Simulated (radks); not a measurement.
Spherical jellium clusters: N electrons in a uniform positive sphere of charge N and radius rs N^(1/3), rs = 5.01 bohr. Method: non-relativistic Kohn-Sham, LDA (Slater exchange, Perdew-Wang correlation), spin-polarised, spherical densities; computed with a radial shooting solver with Libxc functionals. Levels are named by radial order and angular momentum (1s, 1p, 1d, 2s, ...), and open shells are averaged over m.

N = 36, configuration 1s2 1p6 1d10 2s2 1f14 2p(up 2, down 0). This is the lowest configuration that the search found. Occupied and some empty levels:

level,occupation,eigenvalue (eV),<r> (bohr)
1s up,1,-4.0895,9.604
1s down,1,-3.9778,10.31
1p up,3,-3.7090,11.57
1p down,3,-3.6489,11.86
1d up,5,-3.2446,12.74
1d down,5,-3.2083,12.84
2s up,1,-3.0658,9.962
2s down,1,-2.9127,9.527
1f up,7,-2.6944,13.58
1f down,7,-2.6675,13.61
2p up,2,-2.3458,10.92
2p down,0,-2.1969,11.05
1g up,0,-2.0628,14.29
1g down,0,-2.0387,14.29
2d up,0,-1.5688,12.42
2d down,0,-1.4655,12.72
3s up,0,-1.4316,12.06
3s down,0,-1.3441,12.14

Energy (eV): total -67.8963, kinetic 41.678, external -2547.5, Hartree 1269.4, exchange-correlation -110.61, background 1279.1.
